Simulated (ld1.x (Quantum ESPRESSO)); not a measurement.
**Before and after: TM potential for Sr (Z = 38)**

ld1.x (Quantum ESPRESSO) 7.5 input, shortened:

```
&input
   title='Sr', zed=38., rel=1, dft='PZ', iswitch=3,
   config='[Kr] 4d0 5s2 5p0'
 /
 &inputp
   pseudotype=2, tm=.true., lloc=-1, rcloc=2.75,
   nlcc=.true.
 /
3
5S  1  0   2.00   0.00  3.45  3.45  0.0
5P  2  1   0.00   0.00  4.20  4.20  0.0
4D  3  2   0.00   0.00  3.55  3.55  0.0
 &test
   configts(1)='4d0 5s2 5p0'
 /
```

Change: fully relativistic.

Cutoffs: the cutoffs (Ry, on a coarse ladder) from which the occupation-weighted sum of valence levels, in a spherical-Bessel basis at the reference potential, stays within 10 and 1 mRy of its value at 400 Ry; they do not see the model core or the augmentation charge, which bear on the density cutoff. Errors are all-electron minus pseudo energies relative to the spin-unpolarised reference configuration.

How do hardness, ghosts and transferability respond?

Both files are so soft that the ladder of cutoffs tells neither apart; both files keep a bound ghost (s); the number of tests that count goes from 8 to 6; of the 6 tests that both files solve, the error grows in 1 and shrinks in 2 by more than 15 % and 0.3 meV (median size 5.5 → 5.5 meV).

```tsv
quantity	base	changed
cutoff, loose	6 Ry	6 Ry
cutoff, tight	8 Ry	8 Ry
bound ghosts	s	s
tests counted (converged, no solver errors)	8 of 9	6 of 7
error for 4d0 5s1.5 5p0, meV [ΔE 2.41 eV]	-3.1	-3.0
error for 4d0 5s1 5p1, meV [ΔE 2.39 eV]	-6.8	-6.8
error for 4d1 5s1 5p0, meV [ΔE 2.34 eV]	-12	-10
error for 4d0 5s0 5p1, meV [ΔE 9.11 eV]	+3.6	+4.2
error for 4d0 5s0 5p2, meV [ΔE 4.93 eV]	-17	-17
error for 4d0.5 5s1.5 5p0, meV [ΔE 1.15 eV]	-4.3	-3.5
s: phases at 4.57 bohr within 0.05 rad from the reference energy up to (Ry; the scan ends near 5)	1.3	1.3
```

Base: The cutoffs count occupied waves only; the empty 4d level needs 10 Ry at the loose tolerance. Tests not counted: 4d0 5s1 5p0 (solver errors, printed error +223 meV). Changed file: The cutoffs count occupied waves only; the empty 4d level needs 10 Ry at the loose tolerance. Tests not counted: 4d0 5s1 5p0 (solver errors, printed error -2.4 eV). A true bound ghost makes a file unfit for plane-wave use even where its test errors are small: the radial tests pick states by their node count and pass the ghost by. Where a test does run into it, the solver fails or the error is huge.
